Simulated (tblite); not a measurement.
Species: C₅H₅N₂O (doublet state).
SMILES with atom numbers: `[CH:1]#[C:2][C@H:3]([CH:4]=[N:5])[C:6]([NH2:7])=[O:8]` (hydrogens: H9 on C1; H10 on C3; H11 on C4; H12, H13 on N7)
Bond orders are those of one Lewis drawing.

Computed with GFN2-xTB (tblite), gas phase: L-BFGS steps from a force-field or distance-geometry start until the largest atomic force falls under 0.01 eV/Å.

Step 24: E = -625.3596 eV
```
atom  x, y, z in Å  |  force x, y, z in eV/Å
C1      2.3111    1.0466   -0.2073   -0.160  -0.123   0.000
C2      1.1943    0.6889   -0.4635   -0.039  -0.119   0.274
C3     -0.1718    0.2978   -0.6811   -0.512   0.744   0.148
C4     -1.1946    1.1948    0.1315    0.073  -0.082   0.048
N5     -2.3422    0.9050    0.4135    0.321   0.069  -0.151
C6     -0.5874   -1.1220   -0.3130   -0.188  -0.668  -0.532
N7     -0.1682   -1.5728    0.8807    1.010   0.837   0.459
O8     -1.2909   -1.7623   -1.0632    0.174   0.156   0.301
H9      3.3029    1.3253   -0.0141    0.035   0.037  -0.041
H10    -0.4303    0.4151   -1.7416   -0.017   0.147   0.046
H11    -0.7691    2.1540    0.4854    0.117  -0.299  -0.282
H12     0.5925   -1.0839    1.3775   -0.815  -0.495  -0.344
H13    -0.4507   -2.4859    1.1774    0.000  -0.204   0.073
```

Step 25: E = -625.3984 eV
```
atom  x, y, z in Å  |  force x, y, z in eV/Å
C1      2.3058    1.0427   -0.2075   -0.055  -0.079   0.024
C2      1.1863    0.6885   -0.4555    0.032  -0.051   0.207
C3     -0.1807    0.3084   -0.6808   -0.330   0.416   0.099
C4     -1.1904    1.1884    0.1365   -0.011  -0.050  -0.039
N5     -2.3400    0.9031    0.4121    0.196   0.043  -0.074
C6     -0.5776   -1.1256   -0.3265    0.016  -0.276   0.004
N7     -0.1620   -1.5526    0.8831    0.101  -0.150   0.031
O8     -1.2795   -1.7693   -1.0643    0.002  -0.068   0.046
H9      3.3000    1.3237   -0.0157   -0.059  -0.004  -0.050
H10    -0.4358    0.4246   -1.7395   -0.029   0.194  -0.033
H11    -0.7643    2.1456    0.4787    0.144  -0.163  -0.179
H12     0.5968   -1.1093    1.3726   -0.112   0.078   0.032
H13    -0.4630   -2.4676    1.1889    0.104   0.111  -0.068
```

Problem. Estimate the geometry and energy of step 26. (The exact step hangs on the optimiser's Hessian estimate; all steps are aligned on step 25, rigid shifts and turns removed.)

Solution. E = -625.4109 eV, largest force 0.276 eV/Å
```
atom  x, y, z in Å  |  force x, y, z in eV/Å
C1      2.3031    1.0394   -0.2073   -0.033  -0.063   0.035
C2      1.1824    0.6831   -0.4445   -0.005  -0.014   0.145
C3     -0.1885    0.3155   -0.6752   -0.118   0.100   0.039
C4     -1.1855    1.1886    0.1390   -0.039  -0.003  -0.093
N5     -2.3371    0.9081    0.4081    0.036   0.015   0.005
C6     -0.5767   -1.1320   -0.3335   -0.001  -0.039   0.157
N7     -0.1520   -1.5579    0.8735    0.028  -0.274   0.022
O8     -1.2862   -1.7668   -1.0691    0.019  -0.146   0.010
H9      3.2968    1.3235   -0.0191   -0.047  -0.016  -0.040
H10    -0.4352    0.4239   -1.7362   -0.040   0.244  -0.048
H11    -0.7601    2.1456    0.4729    0.167  -0.083  -0.119
H12     0.5842   -1.0992    1.3804   -0.068   0.118   0.010
H13    -0.4495   -2.4712    1.1929    0.100   0.160  -0.123
```

The energy changes by -0.0125 eV. The first-order estimate −F·Δx gives -0.0177 eV and the mean of the old and new forces, exact on a quadratic surface, -0.0125 eV. The step makes an angle of 55° with the force vector and moves no atom by more than 0.018 Å.

What follows is the cost of the whole relaxation. Hardware: an Intel Xeon at 2.50 GHz with one thread, shared host. Cost: 2.3 s wall.
